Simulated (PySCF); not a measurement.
**Radial density of P²⁺ (phosphorus, charge +2)**

UHF, [Ne] 3s2 3p1, 2P determinant. Computed with PySCF 2.14 in cc-pVDZ-DK (4s3p1d, 18 functions), with scalar relativity by spin-free X2C-1e.

```csv
r (bohr),4πr²ρ (e/bohr),4πr²(ρα − ρβ)
0.00147,0.06800,0.0000
0.00247,0.1823,0.0000
0.00416,0.4687,0.0000
0.00700,1.178,0.0001
0.0118,2.817,0.0001
0.0198,6.156,0.0003
0.0333,11.48,0.0011
0.0560,16.48,0.0045
0.0942,15.79,0.0189
0.159,11.00,0.0622
0.267,13.64,0.1149
0.448,14.99,0.0599
0.754,5.371,0.0287
1.27,2.010,0.4492
2.13,1.366,0.4915
3.59,0.1215,0.0601
6.04,0.001390,0.0011
```

Densities and radii are taken from the X2C orbitals without a picture-change correction, which distorts them close to the nucleus.
